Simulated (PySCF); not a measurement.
## Deuteron quadrupole couplings in `CCn1ncc(F)n1`

Compound: C4H6FN3.
Structure used (GFN2-xTB), in Å, numbered top down from 1:
```xyz
14
C4H6FN3 angstrom
C     -1.961    0.684    0.141
C     -1.169   -0.598    0.372
N      0.228   -0.386    0.121
N      0.772   -0.582   -1.051
C      2.048   -0.252   -0.908
C      2.208    0.151    0.420
F      3.311    0.561    1.026
N      1.045    0.057    1.046
H     -3.016    0.506    0.328
H     -1.613    1.465    0.812
H     -1.839    1.021   -0.886
H     -1.268   -0.927    1.409
H     -1.503   -1.385   -0.306
H      2.755   -0.316   -1.706
```

Level: PBE0/pcSseg-1 (PySCF, non-relativistic); Q(2H) = 0.00286 b; rigid geometry, the same for H and D, with no vibrational averaging.

Problem. Rank these positions by the coupling χzz of a deuteron there, largest first.
A. H13 (methylene hydrogen)
B. H14 (aromatic hydrogen)
C. H9 (methyl hydrogen)

Solution. B (235 kHz), C (213 kHz), A (198 kHz).

Problem. Tabulate Vzz, the asymmetry η and χzz = 234.96 MHz × Q × Vzz for every hydrogen position.

Solution. 
| atom | bonded to | bond length (Å) | Vzz (au) | η | χzz (kHz) |
| --- | --- | --- | --- | --- | --- |
| H9 | C1 | 1.086 | 0.3166 | 0.03 | 213 |
| H10 | C1 | 1.087 | 0.3116 | 0.03 | 209 |
| H11 | C1 | 1.087 | 0.3116 | 0.03 | 209 |
| H12 | C2 | 1.092 | 0.2938 | 0.07 | 197 |
| H13 | C2 | 1.092 | 0.2941 | 0.06 | 198 |
| H14 | C5 | 1.068 | 0.3498 | 0.08 | 235 |

Problem. A static deuteron (I = 1) shows a doublet split by (3/2)χ, (3/4)χ(1 + η) and (3/4)χ(1 − η) with the field along z, y and x of the gradient. What are these for H13?

Solution. With |χ| = 197.6 kHz and η = 0.064: 296, 158 and 139 kHz, to first order and without motion.

One conformer (not necessarily the lowest) at the GFN2-xTB geometry, without solvent, vibrations or thermal averaging. GFN2-xTB bond lengths can be off by several hundredths of an ångström, more for odd bonds, and the gradients follow them. The small basis limits the accuracy of the gradients.
